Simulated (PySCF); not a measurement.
SMILES COc1ccccc1C(C)=O at its GFN2-xTB optimised geometry (Å):

```
21

C     -2.9129    -1.7790    -0.0468
O     -1.5086    -1.7132    -0.0455
C     -0.9017    -0.5093     0.0000
C     -1.5801     0.7079     0.0043
C     -0.8832     1.9020     0.0171
C      0.5005     1.9077     0.0144
C      1.1844     0.7068     0.0000
C      0.5096    -0.5093     0.0000
C      1.2544    -1.7963     0.0395
C      2.5727    -1.8068    -0.7058
O      0.8571    -2.7685     0.6348
H     -3.1525    -2.8407    -0.0661
H     -3.3392    -1.2947    -0.9321
H     -3.3388    -1.3298     0.8562
H     -2.6584     0.7313     0.0046
H     -1.4297     2.8334     0.0286
H      1.0424     2.8407     0.0261
H      2.2632     0.7139     0.0148
H      2.8638    -2.8357    -0.9005
H      3.3392    -1.3501    -0.0818
H      2.5026    -1.2528    -1.6375
```

Calculation: CAM-B3LYP/def2-SVP run with PySCF.

Map of the Laplacian of the electron density (e/bohr⁵) on the plane z = 1.0 Å:

```
|###########################|
|###########################|
|###########################|
|###########################|
|###########################|
|###########################|
|###########################|
|###########################|
|############%%#############|
|##########%#%%#############|
|##########%%##%%%##########|
|###########################|
|##########%%###%###########|
|##########%%##%%###########|
|############%%#############|
|#####%%#####%%#%###########|
|####% #%#%%###%%%##########|
|####%##%%%%###%%%##########|
|#####%%%#%%##%@@@%#########|
|#############%%-@@#########|
|#############%@ @%#########|
|#############%@@@%#########|
|###############%###########|
|###########################|
|###########################|
|###########################|
|###########################|
```
Scale: ten equal steps from -1.45 (start of ' ') to 0.461 (end of '@'), in the order ' .:-=+*#%@'; x runs from -5.50 to 5.50, y from -5.50 (bottom) to 5.50 (top).
